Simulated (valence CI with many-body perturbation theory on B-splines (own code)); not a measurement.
# E1 transitions of Cd³⁵⁺

Method: valence CI with perturbative core correlation (CI+MBPT): three valence electrons over a frozen Dirac-Fock core [Ne], a basis of 11 s, 11 p, 9 d, 7 f, 5 g, 2 h, 1 i functions for each j, with the one-electron correlation potential Σ1, the two-electron term Σ2, the three-electron term Σ3, Breit, model QED; selected CI, second order for the rest (own B-spline code, finite nucleus).

The last digits are not significant, and no measured levels were compared; by estimate large intervals hold to a few tenths of a per cent, small ones and those within an open d or f shell to about a per cent.

Lines 101 to 150 of 274 in falling wavelength, among levels below 3666.9 × 10³ cm⁻¹, chosen from the strongest by gf and those to the six lowest levels. Wavelengths and rates use the calculated energies. Electric multipoles are in the length gauge, E1 and E2 with the static RPA response of the core. Weak lines are less certain than strong ones. Lines between different terms over intervals too small for the method are left out, as are lines whose strength nearly cancels. Where a level lies close to another of its J and parity, the split of strength between their lines is uncertain. The highest levels of a list are the least certain.

Levels are named by their leading jj configuration (3d3/2^4 stands for four electrons in 3d with j = 3/2), which in mixed levels can hold well under half, so a name can repeat and another be missing. Letters in brackets count levels of one name in rising energy.

| λ vac (Å) | Upper | Lower | A (s⁻¹) | log gf | Branch % |
| --- | --- | --- | --- | --- | --- |
| 88.53 | (3s 3p3/2 3d5/2) J=1/2 | (3s 3p3/2^2) J=1/2 | 9.90e+10 | -0.63 | 39.7 |
| 88.53 | (3s 3p1/2 3d5/2) J=5/2 [b] | (3s 3p1/2 3p3/2) J=5/2 | 4.00e+10 | -0.55 | 47.2 |
| 88.51 | (3p3/2^2 3d3/2) J=3/2 | (3s 3p3/2 3d3/2) J=1/2 [a] | 3.11e+10 | -0.84 | 11.8 |
| 88.40 | (3s 3p1/2 3d5/2) J=5/2 [a] | (3s 3p1/2 3p3/2) J=3/2 [a] | 3.67e+10 | -0.59 | 92.7 |
| 88.29 | (3s 3p1/2 3p3/2) J=3/2 [b] | (3s^2 3p1/2) J=1/2 | 4.40e+10 | -0.69 | 92.1 |
| 88.21 | (3p3/2^2 3d3/2) J=3/2 | (3s 3p3/2 3d3/2) J=3/2 [a] | 2.64e+10 | -0.91 | 10.0 |
| 88.14 | (3p3/2^2 3d3/2) J=3/2 | (3s 3p3/2 3d3/2) J=5/2 [a] | 1.93e+10 | -1.05 | 7.3 |
| 88.05 | (3p1/2 3p3/2 3d3/2) J=3/2 [a] | (3s 3p1/2 3d3/2) J=5/2 | 3.18e+10 | -0.83 | 24.0 |
| 87.94 | (3s 3p3/2 3d5/2) J=5/2 [b] | (3s 3p3/2^2) J=3/2 | 1.39e+11 | -0.01 | 45.2 |
| 87.94 | (3p1/2 3p3/2^2) J=3/2 [b] | (3s 3p1/2 3p3/2) J=1/2 | 1.03e+11 | -0.32 | 41.4 |
| 87.87 | (3p1/2 3p3/2 3d3/2) J=5/2 | (3s 3p1/2 3d3/2) J=3/2 [a] | 2.14e+10 | -0.83 | 32.6 |
| 87.63 | (3p3/2^2 3d5/2) J=7/2 | (3s 3p3/2 3d5/2) J=9/2 | 2.60e+10 | -0.62 | 18.2 |
| 87.16 | (3p1/2 3p3/2 3d3/2) J=7/2 | (3s 3p1/2 3d3/2) J=5/2 | 5.12e+10 | -0.33 | 67.2 |
| 87.13 | (3s 3p1/2 3d5/2) J=5/2 [c] | (3s 3p1/2 3p3/2) J=3/2 [b] | 9.04e+10 | -0.21 | 83.2 |
| 86.83 | (3p1/2 3p3/2 3d3/2) J=3/2 [b] | (3p1/2 3p3/2^2) J=3/2 [a] | 3.61e+10 | -0.79 | 15.7 |
| 86.77 | (3s 3p3/2 3d5/2) J=5/2 [a] | (3s 3p3/2^2) J=5/2 | 1.06e+11 | -0.14 | 90.2 |
| 86.45 | (3p1/2 3p3/2 3d5/2) J=3/2 [a] | (3s 3p1/2 3d5/2) J=5/2 [a] | 2.68e+10 | -0.92 | 14.8 |
| 86.30 | (3p1/2 3p3/2 3d5/2) J=5/2 [a] | (3s 3p1/2 3d5/2) J=5/2 [a] | 2.82e+10 | -0.72 | 14.1 |
| 86.30 | (3p1/2 3p3/2^2) J=1/2 | (3s 3p1/2 3p3/2) J=3/2 [b] | 1.06e+11 | -0.63 | 75.9 |
| 86.27 | (3p1/2 3p3/2 3d3/2) J=3/2 [b] | (3s 3p1/2 3d3/2) J=3/2 [b] | 2.26e+10 | -1.00 | 9.8 |
| 86.17 | (3s 3p1/2 3d3/2) J=1/2 | (3s 3p1/2 3p3/2) J=3/2 [a] | 2.90e+09 | -2.19 | 1.4 |
| 86.07 | (3s 3p1/2 3d3/2) J=3/2 [b] | (3s 3p1/2 3p3/2) J=3/2 [a] | 6.20e+09 | -1.56 | 3.4 |
| 85.95 | (3p1/2^2 3p3/2) J=3/2 | (3s 3p1/2^2) J=1/2 | 2.69e+10 | -0.92 | 38.9 |
| 85.77 | (3s 3p3/2 3d5/2) J=3/2 [b] | (3s 3p3/2^2) J=1/2 | 8.21e+10 | -0.44 | 31.9 |
| 85.73 | (3s 3d5/2^2) J=9/2 | (3s 3p3/2 3d3/2) J=7/2 | 1.78e+10 | -0.71 | 11.9 |
| 85.67 | (3p1/2 3p3/2 3d5/2) J=5/2 [b] | (3s 3p1/2 3d3/2) J=3/2 [b] | 2.12e+10 | -0.85 | 11.9 |
| 85.52 | (3p1/2 3p3/2^2) J=3/2 [a] | (3s 3p1/2 3p3/2) J=3/2 [a] | 6.30e+10 | -0.56 | 48.6 |
| 85.36 | (3p1/2 3p3/2 3d3/2) J=1/2 [b] | (3s 3p1/2 3d3/2) J=1/2 | 4.06e+10 | -1.05 | 16.1 |
| 85.05 | (3s 3d3/2 3d5/2) J=3/2 | (3s 3p3/2 3d3/2) J=1/2 [a] | 4.29e+10 | -0.73 | 16.4 |
| 84.97 | (3p1/2 3p3/2 3d3/2) J=3/2 [a] | (3s 3p1/2 3d3/2) J=3/2 [a] | 4.96e+10 | -0.67 | 37.4 |
| 84.77 | (3s 3d3/2 3d5/2) J=3/2 | (3s 3p3/2 3d3/2) J=3/2 [a] | 4.32e+10 | -0.73 | 16.5 |
| 84.53 | (3s 3p3/2 3d5/2) J=3/2 [b] | (3s^2 3d5/2) J=5/2 | 1.37e+11 | -0.23 | 53.1 |
| 84.20 | (3s^2 3d5/2) J=5/2 | (3s^2 3p3/2) J=3/2 | 1.41e+11 | -0.05 | 100.0 |
| 84.20 | (3s 3d3/2 3d5/2) J=5/2 [b] | (3s 3p3/2 3d3/2) J=7/2 | 3.88e+10 | -0.61 | 14.3 |
| 84.07 | (3s 3d5/2^2) J=9/2 | (3s 3p3/2 3d5/2) J=9/2 | 1.15e+11 | 0.08 | 76.5 |
| 84.06 | (3p1/2 3p3/2 3d3/2) J=3/2 [b] | (3s 3p1/2 3d5/2) J=5/2 [a] | 1.71e+10 | -1.14 | 7.4 |
| 83.98 | (3p1/2 3p3/2 3d3/2) J=1/2 [a] | (3s 3p1/2 3d3/2) J=3/2 [a] | 1.07e+11 | -0.65 | 77.5 |
| 83.73 | (3s 3p3/2 3d5/2) J=5/2 [b] | (3s^2 3d5/2) J=5/2 | 1.26e+11 | -0.10 | 40.9 |
| 83.59 | (3s 3d3/2 3d5/2) J=5/2 [b] | (3s 3p3/2 3d3/2) J=5/2 [a] | 8.13e+10 | -0.29 | 30.1 |
| 83.56 | (3s 3p3/2 3d3/2) J=5/2 [b] | (3s^2 3d3/2) J=3/2 | 2.11e+11 | 0.12 | 66.8 |
| 83.49 | (3p1/2 3p3/2 3d5/2) J=5/2 [b] | (3s 3p1/2 3d5/2) J=5/2 [a] | 1.26e+10 | -1.10 | 7.1 |
| 83.41 | (3p3/2^3) J=3/2 | (3s 3p3/2^2) J=3/2 | 2.86e+11 | 0.08 | 73.5 |
| 83.40 | (3p1/2 3p3/2 3d5/2) J=7/2 [b] | (3s 3p1/2 3d5/2) J=7/2 | 1.76e+10 | -0.83 | 17.1 |
| 83.21 | (3s 3p1/2 3p3/2) J=1/2 | (3s^2 3p1/2) J=1/2 | 1.84e+11 | -0.42 | 95.7 |
| 83.13 | (3s 3p1/2 3d5/2) J=5/2 [b] | (3s 3p1/2 3p3/2) J=3/2 [a] | 3.52e+10 | -0.66 | 41.6 |
| 83.00 | (3s 3p3/2^2) J=1/2 | (3s^2 3p3/2) J=3/2 | 1.31e+11 | -0.57 | 96.8 |
| 82.91 | (3s 3p3/2 3d3/2) J=1/2 [b] | (3s^2 3d3/2) J=3/2 | 1.50e+11 | -0.51 | 53.4 |
| 82.90 | (3p1/2 3p3/2^2) J=3/2 [b] | (3s 3p1/2 3p3/2) J=3/2 [b] | 7.30e+10 | -0.52 | 29.4 |
| 82.33 | (3s 3d3/2 3d5/2) J=7/2 [b] | (3s 3p3/2 3d3/2) J=5/2 [a] | 1.30e+10 | -0.98 | 6.6 |
| 81.42 | (3s 3p3/2 3d5/2) J=7/2 [a] | (3s 3p3/2^2) J=5/2 | 7.53e+10 | -0.22 | 65.4 |

Question: How does gf follow from A for the line at 88.51 Å?

Answer: gf = 1.4992 × (2J+1)_upper × A / σ², with σ = 1129789 cm⁻¹ and 2J+1 = 4: gf = 0.146.
